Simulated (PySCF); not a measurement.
Isomers of C2H12NPSi2.

All values: CAM-B3LYP/def2-SVPD (PySCF) at GFN2-xTB geometries, gas phase, one conformer each. Core orbitals are frozen in the response; Δα² is half the sum of the squared differences of the principal polarisabilities.

(1) Rank by HOMO energy, highest first.
A. `[CH3:1][CH2:2][SiH2:3][NH:4][SiH2:5][PH2:6]` with C1–C2–Si3–N4 54°, C2–Si3–N4–Si5 -72°, Si3–N4–Si5–P6 -13°, N4–Si5–P6–H 127° and -141°
B. `[CH3:1][NH:2][SiH2:3][CH2:4][SiH2:5][PH2:6]` with C1–N2–Si3–C4 -176°, N2–Si3–C4–Si5 178°, Si3–C4–Si5–P6 -178°, C4–Si5–P6–H 175° and 82°
C. `[CH3:1][N:2]([SiH3:3])[Si@@H:4]([CH3:5])[PH2:6]` with C1–N2–Si4–C5 -169°, N2–Si4–P6–H -161° and -68°
D. `[CH3:1][N:2]([CH3:3])[Si@@H:4]([SiH3:5])[PH2:6]` with C1–N2–Si4–Si5 -151°, N2–Si4–P6–H -168° and -75°

(2) Rank by polarisability anisotropy Δα, lowest first.
A. `[CH3:1][CH2:2][Si@H:3]([PH2:4])[NH:5][SiH3:6]` with C1–C2–Si3–P4 176°, C2–Si3–P4–H 64° and 156°, C2–Si3–N5–Si6 159°
B. `[CH3:1][N:2]([CH3:3])[Si@@H:4]([SiH3:5])[PH2:6]` with C1–N2–Si4–Si5 -151°, N2–Si4–P6–H -168° and -75°
C. `[CH3:1][SiH2:2][NH:3][Si@H:4]([CH3:5])[PH2:6]` with C1–Si2–N3–Si4 -174°, Si2–N3–Si4–C5 -51°, N3–Si4–P6–H -173° and 95°
D. `[CH3:1][CH2:2][NH:3][SiH2:4][PH:5][SiH3:6]` with C1–C2–N3–Si4 -89°, C2–N3–Si4–P5 176°, N3–Si4–P5–Si6 -92°
E. `[CH3:1][CH2:2][SiH2:3][NH:4][SiH2:5][PH2:6]` with C1–C2–Si3–N4 54°, C2–Si3–N4–Si5 -72°, Si3–N4–Si5–P6 -13°, N4–Si5–P6–H 127° and -141°
F. `[SiH3:1][CH2:2][CH2:3][NH:4][SiH2:5][PH2:6]` with Si1–C2–C3–N4 -179°, C2–C3–N4–Si5 85°, C3–N4–Si5–P6 -176°, N4–Si5–P6–H -141° and 127°

Results:

(1) D (-7.73 eV), C (-7.94 eV), B (-8.15 eV), A (-8.44 eV).

(2) E (2.50 Å³), A (3.73 Å³), C (4.42 Å³), B (4.65 Å³), D (4.91 Å³), F (7.09 Å³).

All values together:

```csv
SMILES,μ (D),HOMO (eV),LUMO (eV),α (Å³),Δα (Å³)
CN[SiH2]C[SiH2]P,1.33,-8.15,1.03,16.96,7.43
C[Si@H](P)C[SiH2]N,1.43,-8.44,1.01,16.77,5.20
[SiH3]CCN[SiH2]P,0.74,-8.22,0.88,17.00,7.09
CCN[SiH2]P[SiH3],1.32,-8.22,0.85,17.01,4.91
CC[SiH2]N[SiH2]P,0.97,-8.44,0.87,16.16,2.50
C[C@H](N[SiH3])[SiH2]P,1.64,-8.03,0.89,16.78,4.36
[SiH3]NCC[SiH2]P,1.08,-8.26,0.88,16.41,3.51
CN(C)[Si@@H]([SiH3])P,1.01,-7.73,0.79,17.44,4.65
CC[Si@H](P)N[SiH3],1.45,-8.37,0.83,16.41,3.73
C[SiH2]N[Si@H](C)P,0.81,-8.50,1.05,16.52,4.42
CCN[SiH2][SiH2]P,1.85,-8.13,0.72,17.19,3.40
CN([SiH3])[Si@@H](C)P,0.89,-7.94,1.02,16.30,3.53
```

Conformers: `[CH3:1][NH:2][SiH2:3][CH2:4][SiH2:5][PH2:6]` with C1–N2–Si3–C4 -176°, N2–Si3–C4–Si5 178°, Si3–C4–Si5–P6 -178°, C4–Si5–P6–H 175° and 82°; `[CH3:1][Si@H:2]([PH2:3])[CH2:4][SiH2:5][NH2:6]` with C1–Si2–P3–H 72° and 165°, C1–Si2–C4–Si5 -68°, Si2–C4–Si5–N6 175°, C4–Si5–N6–H -177° and 44°; `[SiH3:1][CH2:2][CH2:3][NH:4][SiH2:5][PH2:6]` with Si1–C2–C3–N4 -179°, C2–C3–N4–Si5 85°, C3–N4–Si5–P6 -176°, N4–Si5–P6–H -141° and 127°; `[CH3:1][CH2:2][NH:3][SiH2:4][PH:5][SiH3:6]` with C1–C2–N3–Si4 -89°, C2–N3–Si4–P5 176°, N3–Si4–P5–Si6 -92°; `[CH3:1][CH2:2][SiH2:3][NH:4][SiH2:5][PH2:6]` with C1–C2–Si3–N4 54°, C2–Si3–N4–Si5 -72°, Si3–N4–Si5–P6 -13°, N4–Si5–P6–H 127° and -141°; `[CH3:1][C@H:2]([NH:3][SiH3:4])[SiH2:5][PH2:6]` with C1–C2–N3–Si4 89°, C1–C2–Si5–P6 175°, C2–Si5–P6–H 65° and -27°; `[SiH3:1][NH:2][CH2:3][CH2:4][SiH2:5][PH2:6]` with Si1–N2–C3–C4 75°, N2–C3–C4–Si5 57°, C3–C4–Si5–P6 -91°, C4–Si5–P6–H -179° and 88°; `[CH3:1][N:2]([CH3:3])[Si@@H:4]([SiH3:5])[PH2:6]` with C1–N2–Si4–Si5 -151°, N2–Si4–P6–H -168° and -75°; `[CH3:1][CH2:2][Si@H:3]([PH2:4])[NH:5][SiH3:6]` with C1–C2–Si3–P4 176°, C2–Si3–P4–H 64° and 156°, C2–Si3–N5–Si6 159°; `[CH3:1][SiH2:2][NH:3][Si@H:4]([CH3:5])[PH2:6]` with C1–Si2–N3–Si4 -174°, Si2–N3–Si4–C5 -51°, N3–Si4–P6–H -173° and 95°; `[CH3:1][CH2:2][NH:3][SiH2:4][SiH2:5][PH2:6]` with C1–C2–N3–Si4 -143°, C2–N3–Si4–Si5 49°, N3–Si4–Si5–P6 58°, Si4–Si5–P6–H -61° and -154°; `[CH3:1][N:2]([SiH3:3])[Si@@H:4]([CH3:5])[PH2:6]` with C1–N2–Si4–C5 -169°, N2–Si4–P6–H -161° and -68°.
